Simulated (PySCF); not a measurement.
## Structure from 2D NMR

Compound of formula C$_{6}$H$_{11}$FO$_{2}$Si. Correlations simulated from computed shifts and the bond graph:

HSQC (one-bond C–H):
```tsv
δH	δC
6.34	139.9
6.27	139.9
5.59	88.8
3.98	53.6
1.96	27.8
```

COSY cross peaks (H two or three bonds apart, from the bond graph; peaks can be absent where the dihedral angle is near 90°):
```tsv
δH	δH
6.34	6.27
5.59	4.63
5.59	4.40
4.63	4.40
```

HMBC (two and three bonds, from the bond graph):
```tsv
δH	δC
6.34	143.7, 27.8
6.27	143.7, 27.8
5.59	180.0, 143.7
4.63	180.0, 143.7, 139.9, 88.8, 27.8
4.40	180.0, 143.7, 139.9, 88.8, 27.8
3.98	180.0
1.96	143.7, 139.9
```

Carbons without hydrogens: δ 180.0, 143.7.

PySCF 2.14 calculation with PBE0/pcSseg-1 with gauge-including orbitals and structure optimised with GFN2-xTB; one averaged value for each set of equivalent atoms, relativity neglected, one conformer, isolated molecule.

Scale: ¹H and ¹³C against TMS (reference shieldings calculated alike).

Exchangeable hydrogens are left out of these lists.

Q: Assemble the structure.

A: `C=C(C)[SiH2][C@@H](F)C(=O)OC`.

Atom-mapped SMILES (the numbers label the heavy atoms): `[CH2:1]=[C:2]([CH3:3])[SiH2:4][C@@H:5]([F:6])[C:7](=[O:8])[O:9][CH3:10]`. Each H is labelled by its parent atom. Ha(C1) is cis to C3; Ha(Si4) is pro-R; Hb(Si4) is pro-S; Hb(C1) is trans to C3.

1. δC 180.0 is C7, an ester carbonyl carbon.
2. δC 143.7 is C2, a fully substituted alkene carbon.
3. δC 139.9 is C1, a terminal =CH2 carbon (δH 6.27, 6.34).
4. δC 88.8 is C5, an sp3 CH bonded to F and Si, α to a carbonyl (δH 5.59).
5. δC 53.6 is C10, a methyl carbon bonded to O (δH 3.98).
6. δC 27.8 is C3, an allylic methyl carbon (δH 1.96).
7. HMBC from δH 6.34 reaches the proton-free carbon C2.
8. HMBC from δH 6.27 reaches the proton-free carbon C2.
9. HMBC from δH 5.59 reaches the proton-free carbons C7, C2.
10. HMBC from δH 4.63 reaches the proton-free carbons C7, C2.
11. COSY links 6.34–6.27, 5.59–4.63, 5.59–4.40, 4.63–4.40.

This is the structure that produced the data.

Shifts are as computed. Against solution values, carbons near 30 ppm lie about +3 ppm off and those near 130 ppm about +5 ppm. Of 1211 compounds with measured shifts, 218 miss one by over three times the rms of a fit or turn the order of signals round; such compounds aren't used in these exercises.
